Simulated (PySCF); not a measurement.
PySCF was given this input:
```python
from pyscf import gto, scf, cc

mol = gto.Mole()
mol.atom = '''
    Si   -0.941940    0.729472   -0.040369
    O    -2.141178   -0.176633   -0.627693
    N     0.492131   -0.239868   -0.036500
    C     1.596517   -0.484344    0.322681
    O     2.669927   -0.801852    0.613509
    H    -0.635651    1.874032   -0.893480
    H    -1.371608    1.023422    1.314377
    H    -2.059592   -0.697048   -1.422849
'''
mol.basis = 'def2-svp'
mol.charge = 0
mol.spin = 0
mol.verbose = 4
mol.max_memory = 1800
mol.build()

mf = scf.RHF(mol)
mf.kernel()

mycc = cc.CCSD(mf, frozen=9)
mycc.kernel()
et = mycc.ccsd_t()
print('E(CCSD(T)) = %.10f' % (mycc.e_tot + et))
```

Task: What is the computed nuclear repulsion energy (PySCF with CCSD(T)/def2-SVP)?

Result: 206.1826 Eh

Task: Give the SCF-reference HOMO energy at the level CCSD(T)/def2-SVP.

Result: -11.98 eV

Task: Predict the total energy from CCSD(T)/def2-SVP.

Result: -533.3124 Eh

Task: Give the coupled-cluster correlation energy (without the perturbative part) at the level CCSD(T)/def2-SVP.

Result: -0.7539 Eh

Task: Estimate the MP2 correlation energy that CCSD(T)/def2-SVP returns for this input.

Result: -0.7338 Eh

Task: Predict the T1 diagnostic from CCSD(T)/def2-SVP.

Result: 0.015
